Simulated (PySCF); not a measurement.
## Arsenic: a sound run and one with changed settings

Sound run: As²⁺ [Ar] 3d10 4s2 4p1, As³⁺ [Ar] 3d10 4s2. Calculation: PySCF 2.14, in x2c-SVPall; the spin-free X2C one-electron Hamiltonian (Gaussian nucleus). The sound run starts from symmetry-adapted Hartree-Fock orbitals and uses a fine grid where one is needed.

Changed run: radial step 0.3 in ln r (0.13 in the sound run). This setting is unsound on purpose.

```json
{"species": "As²⁺", "method": "UHF", "sound run (hartree)": "-2257.61457", "changed run (hartree)": "-2257.61457", "converged": "yes"}
{"species": "As²⁺", "method": "LDA", "sound run (hartree)": "-2255.81711", "changed run (hartree)": "-2255.81784", "converged": "yes"}
{"species": "As²⁺", "method": "BP86", "sound run (hartree)": "-2259.57359", "changed run (hartree)": "-2259.57160", "converged": "yes"}
{"species": "As³⁺", "method": "UHF", "sound run (hartree)": "-2256.60488", "changed run (hartree)": "-2256.60488", "converged": "yes"}
{"species": "As³⁺", "method": "LDA", "sound run (hartree)": "-2254.77671", "changed run (hartree)": "-2254.77745", "converged": "yes"}
{"species": "As³⁺", "method": "BP86", "sound run (hartree)": "-2258.53375", "changed run (hartree)": "-2258.53188", "converged": "yes"}
```

Ionisation energy of As²⁺:

```json
{"method": "UHF", "sound run (eV)": "27.475", "changed run (eV)": "27.475"}
{"method": "LDA", "sound run (eV)": "28.311", "changed run (eV)": "28.310"}
{"method": "BP86", "sound run (eV)": "28.296", "changed run (eV)": "28.292"}
```

A coarse radial grid mis-integrates the density and the exchange-correlation energy, with errors of either sign; Hartree-Fock needs no grid.

For comparison, NIST gives 28.349 ± 0.012 eV between the lowest levels.
